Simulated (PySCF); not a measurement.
Start geometry of `C1C(F)(C1)[SiH3]` from a GFN2-xTB structure with every atom displaced at random (by about 0.01 Å) (Å):
```
atom  x, y, z in Å
F1     0.211    1.142   -1.443
C2     0.024    0.314   -0.367
Si3    1.672   -0.205    0.375
C4    -1.166    0.589    0.449
C5    -1.158   -0.601   -0.478
H6     2.452   -0.898   -0.649
H7     1.384   -1.092    1.505
H8     2.399    1.007    0.832
H9    -1.815    1.432    0.184
H10   -1.149    0.420    1.527
H11   -1.749   -0.553   -1.365
H12   -1.065   -1.583   -0.037
```

**Question.** What comes out of this run: PBE0-D3(BJ)/def2-SVP geometry optimisation, gas phase (PySCF)?

**Answer.** 
```
atom  x, y, z in Å
F1    -0.055    1.065   -1.495
C2    -0.195    0.244   -0.401
Si3    1.465   -0.275    0.321
C4    -1.393    0.527    0.454
C5    -1.378   -0.674   -0.446
H6     2.271   -1.001   -0.704
H7     1.193   -1.180    1.479
H8     2.224    0.922    0.790
H9    -1.996    1.381    0.136
H10   -1.320    0.392    1.537
H11   -1.973   -0.620   -1.361
H12   -1.294   -1.674   -0.011
```

The energy falls by 6.9 kJ/mol over 4 energy and gradient evaluations, the largest force component goes from 0.0206 to 2.7e-04 Eh/bohr, and the atoms move by 0.031 Å rms after alignment. Among the bonds, C2–C4, Si3–H6 and Si3–H7 change most and about equally (+0.030 to +0.031 Å). Bonds longer at the end by more than 0.005 Å: 6 of 12; shorter: 1. Among the angles that change most is C2–C4–H9, from 119.3° to 115.0°. Rotational constants go from 5903, 3179, 2546 to 5831, 3155, 2516 MHz. The orientation of the end geometry is arbitrary; only internal coordinates are fixed.

The run used 109 basis functions and 25 SCF cycles in all. The run took 17 s wall on Arm Neoverse V1, one thread, no GPU (shared host), and the process peaked at 0.45 GiB of memory.

PBE0-D3(BJ)/def2-SVP frequencies: not computed here.
